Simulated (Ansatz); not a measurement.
ReO2, SMILES [O]=[Re]=[O] (connectivity only; charge and spin as stated), neutral, multiplicity 4.

Coordinates come from a B3LYP-D3(BJ)/def2-TZVP optimisation. The multiplicity is an assumed one; other spin states were not compared. The def2 effective core potentials stand for the cores of Re; spin–orbit coupling is left out.

Two levels are set side by side: PBE/def2-TZVPD (Ansatz, an electronic-structure program) and CAM-B3LYP/def2-TZVPD (Ansatz). Energy differences of separate SCF runs at the same geometry; the states with an electron removed or added have multiplicity 3 and 3. Differences are taken from unrounded values.

| quantity | CAM-B3LYP |
|---|---|
| vertical ionisation energy (eV) | 10.02 |
| vertical electron affinity (eV) | 2.53 |

**Question.** What does PBE give, and how far is it from CAM-B3LYP? (The exact figures need the calculation; the answer reports its results.)

**Answer.** 
```json
[
 {"quantity": "vertical ionisation energy (eV)", "PBE": "9.53", "PBE minus CAM-B3LYP": "-0.49"},
 {"quantity": "vertical electron affinity (eV)", "PBE": "2.26", "PBE minus CAM-B3LYP": "-0.27"}
]
```
